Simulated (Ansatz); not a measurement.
Input for Ansatz (development build ahead of 0.2.0):

```yaml
crystal:
  periodic: [false, false, false]
  atoms:
    - { symbol: Li, position_ang: [2.99, 0.0, 0.0] }
    - { symbol: Li, position_ang: [1.495, 2.58942, 0.0] }
    - { symbol: Li, position_ang: [-1.495, 2.58942, 0.0] }
    - { symbol: Li, position_ang: [-2.99, 0.0, 0.0] }
    - { symbol: Li, position_ang: [-1.495, -2.58942, 0.0] }
    - { symbol: Li, position_ang: [1.495, -2.58942, 0.0] }
basis:
  gaussian: { orbitals: "6-31G" }
hamiltonian:
  xc: hf
correlation:
  method: mp2
  frozen_orbitals: { Li: 0 }
output:
  forces: true
```

The input is written out in the form of the current development build from the run's settings.

Output:

* Converged: yes
* Reference energy: -44.59825 hartree
* Correlation energy: -0.07332 hartree
* Total energy: -44.67157 hartree

Forces (eV/Å):
| atom | Fx | Fy | Fz |
| --- | --- | --- | --- |
| Li1 | 0.031 | 0.000 | 0.000 |
| Li2 | 0.015 | 0.027 | 0.000 |
| Li3 | -0.015 | 0.027 | 0.000 |
| Li4 | -0.031 | 0.000 | 0.000 |
| Li5 | -0.015 | -0.027 | 0.000 |
| Li6 | 0.015 | -0.027 | 0.000 |
